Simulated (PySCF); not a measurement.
How methods differ on the excitation energy of Si

Si [Ne] 3s2 3p2 (3P) → Si [Ne] 3s1 3p3 (5S), as a difference of total energies. Computed with PySCF 2.14 in x2c-QZVPPall (9s6p4d2f1g, 70 functions), with scalar relativity by spin-free X2C-1e. Correlated levels: valence: [Ne] frozen. The calculations carry no spin-orbit coupling.

```tsv
method	excitation energy (cm⁻¹)
UHF	21398
MP2 (valence)	29658
SCS-MP2 (valence)	33652
CCSD (valence)	31449
CCSD(T) (valence)	31938
```

A first-order spin-orbit estimate (lowest level to lowest level, LS coupling) adds 0.016 eV.
